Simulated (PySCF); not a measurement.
Input for PySCF: R-HF/STO-3G on H8OSi2 (a complex), monomers drawn apart or pushed together.

```python
from pyscf import gto, scf, dft, mp
from pyscf.data.elements import chemcore

mol = gto.M(
    atom='''
    Si   -0.00624670    0.15045999    0.19760348
    H    -0.82315555    1.07555603    1.01331539
    H     1.37651391    0.65870729    0.08434713
    H    -0.60913515   -0.00417720   -1.14389018
    H     0.01719270   -1.17477879    0.86582093
    O    -0.46812410   -1.21098383    3.59157878
    Si   -0.01294883    0.31551858    4.02621010
    H    -0.60252107   -1.39170439    2.65724268
    H     1.12333098    0.79338376    3.19750496
    H     0.39448534    0.23476602    5.44276192
    H    -1.12210005    1.28933126    3.87881588
    ''',
    basis='sto-3g',
    charge=0, spin=0, verbose=3, max_memory=1800)
mf = scf.RHF(mol)
mf.conv_tol = 1e-8
mf.max_cycle = 100
mf.kernel()
if not mf.converged:
    mf = mf.newton().run(mf.mo_coeff, mf.mo_occ)
```

Q: Give the final energy of this run.

A: -649.6689 hartree.
